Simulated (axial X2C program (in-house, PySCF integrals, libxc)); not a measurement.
## Spectroscopic constants of RuC⁻

Calculated with an in-house relativistic program for diatomic molecules. Spin-free means the one-electron spin-free X2C Hamiltonian; two-component (2c) means X2C with spin–orbit coupling and atomic mean-field two-electron Coulomb and Gaunt terms, so the difference of the two also holds small scalar two-electron terms. Basis: Ru dyall-acv3z [13s13p9d5f3g], C dyall-av3z [8s7p3d2f] (cores contracted in-house); Gaussian nuclei, density fitting, unrestricted open shells. Masses: Ru 101.904 u, C 12.000 u.

Input:
```json
{"zs": [44, 6], "q": -1, "bas": ["dyall-acv3z", "dyall-av3z"], "levels": ["PBE0", "HF", "B97-3"], "cc": true, "r0": 1.81, "thr": -2.0, "nmax": 90, "npts": 10, "nst": 2, "ntry": 6}
```
```bash
python so2c.py task.json out
```

Keys: zs atomic numbers; q charge; bas basis sets; levels methods; cc coupled cluster on or off; r0 starting distance in Å; thr threshold in hartree for freezing inner shells (an s shell follows its p shell); nmax most natural virtual spinors; npts points on the curve; nst determinants followed; ntry starts of the search. HF also brings MP2.

State, spin-free: M_S = 1/2, Λ = 0 (beyond evenly filled blocks: σα); electrons by block: σα: 12, σβ: 11, π+α: 5, π+β: 5, π-α: 5, π-β: 5, δ+α: 2, δ+β: 2, δ-α: 2, δ-β: 2. Fragments: Ru + C-.

State, 2c: Ω = 5/2 (⟨Sz⟩ = 0.50, ⟨Lz⟩ = 2.00 at PBE0); electrons by block: 1/2: 17, -1/2: 17, 3/2: 7, -3/2: 7, 5/2: 2, -5/2: 1. Fragments: Ru + C-.

| Hamiltonian | level | Re (Å) | ωe (cm⁻¹) | αe (cm⁻¹) | De (eV) | D0 (eV) | k (mdyn/Å) | μ (D) |
| --- | --- | --- | --- | --- | --- | --- | --- | --- |
| spin-free | PBE0 | 1.593 | 1183.5 | 0.00318 | 5.67 | 5.60 | 8.86 | -0.23 |
| spin-free | B97-3 | 1.594 | 1177.2 | 0.00327 | 5.82 | 5.75 | 8.76 | -0.08 |
| 2c | PBE0 | 1.618 | 1120.1 | 0.0036 | n/a | n/a | 7.94 | 0.69 |
| 2c | B97-3 | 1.618 | 1117.0 | 0.00347 | n/a | n/a | 7.89 | 0.85 |

Dipoles are positive if C is the positive end and refer to the centre of mass.

The state is one determinant whose occupation by symmetry is held fixed; it was picked as the lowest of a PBE0 search that is not exhaustive. De is counted from the lowest determinant-based energies of the atoms at the same level, without counterpoise correction. De is not given where an atomic determinant may have missed its ground term or J level, or where the truncated virtual space spoils (T). Density functionals use the spin component along the axis (collinear). PBE0 can misorder states that lie within some tenths of an eV, so this need not be the ground state of the molecule. The nearest other spin-free determinant of the search, M_S = 1/2, Λ = 2, lies 0.04 eV up at the distance of the search. Without a current term, density functionals place determinants with orbital angular momentum somewhat too high. Some points did not converge and are left out. The highest occupied level of some functionals is positive through self-interaction error; at Hartree–Fock it is bound. The determinant is spin-polarised beyond a pure state at some levels (its spin-free form has ⟨S²⟩ too high), which makes Re and μ there less reliable.

The spin-free and the 2c determinant differ in configuration, so the two halves of the table describe two states.

No reliable constants came from CCSD (2c), CCSD (spin-free), CCSD(T) (2c), CCSD(T) (spin-free), HF (2c), HF (spin-free), MP2 (2c), MP2 (spin-free): no minimum in range, unconverged points, a curve that is not smooth, a change of character along it, or the two Hamiltonians disagreeing along it.

Rough cost a point (2c) on 1 thread(s) of a shared host, integrals apart: PBE0 2.7 s, B97-3 2.6 s.

The whole task took 12 min on 1 thread of Intel(R) Xeon(R) Platinum 8259CL CPU @ 2.50GHz (Skylake/Cascade Lake), on a shared host.
